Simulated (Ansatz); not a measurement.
Start from `[CH3][Al]([OH])[CH2]F` and change one atom or group to get `[CH3][Al]([OH])[SH]`.

Ansatz, PBE0-D4/def2-TZVP geometries, multiplicity 1. Each molecule was computed in one conformer, which needn't be the lowest.

```json
{"property": "LUMO energy (PBE0/def2-TZVPP) / eV", "`[CH3][Al]([OH])[CH2]F`": "-0.19"}
{"property": "HOMO energy (ωB97M-V/def2-TZVPP) / eV", "`[CH3][Al]([OH])[CH2]F`": "-9.82"}
{"property": "HOMO–LUMO gap (PBE0/def2-TZVPP) / eV", "`[CH3][Al]([OH])[CH2]F`": "7.36"}
{"property": "LUMO energy (PBE/def2-TZVPP) / eV", "`[CH3][Al]([OH])[CH2]F`": "-0.96"}
{"property": "HOMO–LUMO gap (ωB97M-V/def2-TZVPP) / eV", "`[CH3][Al]([OH])[CH2]F`": "11.17"}
{"property": "HOMO energy (PBE/def2-TZVPP) / eV", "`[CH3][Al]([OH])[CH2]F`": "-6.11"}
```

Question: Give the same properties after the change, and the shifts. (Estimate.)

Answer: Ansatz gave: 
| property | `[CH3][Al]([OH])[SH]` | shift |
| --- | --- | --- |
| LUMO energy (PBE0/def2-TZVPP) / eV | -0.13 | 0.06 |
| HOMO energy (ωB97M-V/def2-TZVPP) / eV | -9.78 | 0.04 |
| HOMO–LUMO gap (PBE0/def2-TZVPP) / eV | 7.45 | 0.09 |
| LUMO energy (PBE/def2-TZVPP) / eV | -0.93 | 0.03 |
| HOMO–LUMO gap (ωB97M-V/def2-TZVPP) / eV | 11.14 | -0.03 |
| HOMO energy (PBE/def2-TZVPP) / eV | -6.34 | -0.23 |
